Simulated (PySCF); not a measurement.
Isomers of C6H5NO3, one GFN2-xTB conformer each. Single-point energies are computed at PBE0/pcSseg-1 (PySCF, gas phase, no added dispersion term), electronic only.

Question: Rank them by PBE0/pcSseg-1 energy, lowest first (kJ/mol).
A. `[CH3:1][O:2][C@H:3]1[C:4](=[O:5])[O:6][CH:7]=[C:8]1[C:9]#[N:10]` with C1–O2–C3–C4 76°
B. `[O:1]=[CH:2][O:3][c:4]1[cH:5][cH:6][cH:7][n+:8]([O-:9])[cH:10]1` with O1–C2–O3–C4 0°, C2–O3–C4–C5 4°
C. `[O:1]=[CH:2][O:3][c:4]1[cH:5][c:6]([OH:7])[cH:8][cH:9][n:10]1` with O1–C2–O3–C4 0°, C2–O3–C4–C5 -21°, C5–C6–O7–H 1°

Answer: C (0.0), A (154.5), B (184.5).

As drawn, the lowest has an O–H bond, which the highest lacks; the highest has an N–O linkage, which the lowest lacks. GFN2-xTB itself gives, in the same order: 0.0, 158.8, 149.0. Both levels put the same isomer lowest; measured from each level's own lowest isomer, the values differ by up to 35.5 kJ/mol (O=COc1ccc[n+]([O-])c1: 149.0 against 184.5).

Which frontier levels, dipoles and rotational constants go with these structures?

| SMILES | HOMO (eV, PBE0/pcSseg-1) | LUMO (eV) | dipole (D) | A, B, C (MHz) |
| --- | --- | --- | --- | --- |
| O=COc1cc(O)ccn1 | -7.60 | -1.02 | 1.51 | 2458, 1048, 742.0 |
| CO[C@H]1C(=O)OC=C1C#N | -8.04 | -2.21 | 1.75 | 2007, 1207, 784.1 |
| O=COc1ccc[n+]([O-])c1 | -6.62 | -1.46 | 2.29 | 3597, 860.4, 694.6 |
